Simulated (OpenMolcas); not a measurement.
**Se4+: effect of the basis set**

```
Program             : OpenMolcas 26.06
Method              : SS-RASPT2, IPEA 0.25 Eh, imaginary shift 0.1 Eh (closed shells correlated: 3d)
Active space        : 2 electrons in 9 orbitals (RAS2 4s 4p; RAS3 4d, at most 2 electrons)
State averaging     : 2S+1 = 3 even, 3 roots; 2S+1 = 1 even, 7 roots; 2S+1 = 3 odd, 3 roots; 2S+1 = 1 odd, 3 roots
Spin-orbit coupling : RASSI with atomic mean-field integrals over the reference wave functions, term energies averaged over their components
```

A. ANO-RCC-VTZP [6s5p3d1f], DKH2, point nucleus; CASPT2 step about 5 core-seconds
B. ANO-RCC-VQZP [7s6p4d2f1g], DKH2, point nucleus; CASPT2 step about 6 core-seconds
C. ANO-R2 [6s6p4d3f1g], X2C, finite nucleus; CASPT2 step of the order of 7 core-seconds
D. ANO-RCC [9s8p6d4f2g], DKH2, point nucleus; CASPT2 step of the order of 17 core-seconds

Energies in cm⁻¹ above 4s² ¹S₀, the measured ground level; measured values from the list in Rauch et al., Astron. Astrophys. 606, A105 (2017).

```csv
Level,A,B,C,D,Measured
4s² ¹S₀,0.0,0.0,0.0,0.0,0.0
4s 4p ³P°₀,87023,87473,88713,88169,89749
4s 4p ³P°₁,88463,88893,90104,89598,91350
4s 4p ³P°₂,91630,92014,93191,92757,94960
4s 4p ¹P°₁,132921,132192,130368,131620,131733
4p² ¹D₂,209733,210238,211012,211153,213203
4p² ³P₀,210080,210228,209732,210572,211794
4p² ³P₁,212021,212142,211640,212531,214091
4p² ³P₂,215685,215793,215515,216326,218615
```

Deviations, from unrounded energies. A percentage is the sum of absolute deviations over the sum of measured energies, with the sign that they share, or ± where signs differ.

```json
{"Against measurement": "mean absolute deviation (cm-1)", "Levels": "8", "A": "2500", "B": "2200", "C": "1900", "D": "1600"}
{"Against measurement": "other configurations (%)", "Levels": "8", "A": "±1.6", "B": "±1.4", "C": "-1.2", "D": "-1.0"}
```

D lies closest to measurement on these levels and A furthest from it. The largest miss of D in the table is 4p² ³P₂, by -2300 cm-1. The ranking rests on the paired levels alone, and a cruder setting can come out closer through cancelling errors.

Among A to D the level of the table that moves most is 4s 4p ¹P°₁, by 2600 cm-1 (lowest in C, highest in A).

Active for correlation alone: 4d; no level in the range computed is led by a configuration that fills it, so any true level of that kind is missing. Some terms mix strongly with configurations of 4d, whose occupation reaches 0.21 (4p² ¹D). Computed and measured levels are paired by configuration, term and J; levels that our copy of the source lacks, or whose pairing is in doubt (as where it misses far off the trend of its configuration), stay unpaired and out of the deviations. Only configurations of the active space appear. Levels that lie high or do not pair safely by name in every column are left out.

° marks odd parity.
